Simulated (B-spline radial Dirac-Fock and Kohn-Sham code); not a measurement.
The Ga-like isoelectronic sequence (31 electrons), Z = 45 to 57

Model: ΔSCF Dirac-Fock with Breit, self-energy and vacuum polarisation, finite nucleus, configuration average. Program: a radial B-spline solver. Binding energies in eV, tabulated ground configurations ([Ar] 3d10 4s2 4p1 throughout). Correlation energy is missing from these numbers.

| ion | 1s | 2s | 3s | 3d3/2 | outermost level | NIST ionisation energy |
| --- | --- | --- | --- | --- | --- | --- |
| Rh¹⁴⁺ | 23571.2 | 3763.8 | 960.5 | 642.6 | 327.3 (4p) | 331.58 ± 0.14 |
| Pd¹⁵⁺ | 24744.6 | 3998.5 | 1042.7 | 710.8 | 364.2 (4p) | 369.1 ± 0.15 |
| Ag¹⁶⁺ | 25949.8 | 4241.4 | 1128.4 | 782.1 | 403.0 (4p) | 408.43 ± 0.16 |
| Cd¹⁷⁺ | 27187.0 | 4492.5 | 1217.5 | 856.5 | 443.5 (4p) | 452.6 ± 0.3 |
| In¹⁸⁺ | ? | ? | ? | ? | ? | ? |
| Sn¹⁹⁺ | 29758.6 | 5019.7 | 1406.2 | 1014.7 | 529.9 (4p) | 537 ± 4 |
| Sb²⁰⁺ | 31093.6 | 5296.0 | 1505.8 | 1098.5 | 575.8 (4p) | 584 ± 4 |
| Te²¹⁺ | 32461.7 | 5580.8 | 1608.9 | 1185.4 | 623.5 (4p) | 633 ± 4 |
| I²²⁺ | 33863.2 | 5874.2 | 1715.6 | 1275.4 | 673.1 (4p) | 683 ± 4 |
| Xe²³⁺ | 35298.4 | 6176.3 | 1825.8 | 1368.5 | 724.4 (4p) | 736 ± 4 |
| Cs²⁴⁺ | 36767.7 | 6487.2 | 1939.7 | 1464.8 | 777.6 (4p) | 791 ± 4 |
| Ba²⁵⁺ | 38271.4 | 6807.0 | 2057.2 | 1564.2 | 832.6 (4p) | 846 ± 4 |
| La²⁶⁺ | 39809.8 | 7135.8 | 2178.3 | 1666.7 | 889.4 (4p) | 906 ± 4 |

Q: Fill in the row of In¹⁸⁺.

A: 1s 28456.5, 2s 4751.9, 3s 1310.1, 3d3/2 934.1, outermost 485.8 (4p), NIST 497.1 ± 0.3 eV.

NIST's values are for the lowest levels; a dash marks a value that is missing or belongs to another shell. Their kind here: semi-empirical, theoretical. Where a p, d or f shell is open in either ion the computed value averages over both j values and all terms, while the table refers to the lowest levels; that difference holds spin-orbit splitting (largest in heavy or highly charged ions), term energies where several electrons share open shells, and correlation, and it can reach 10 % or more.
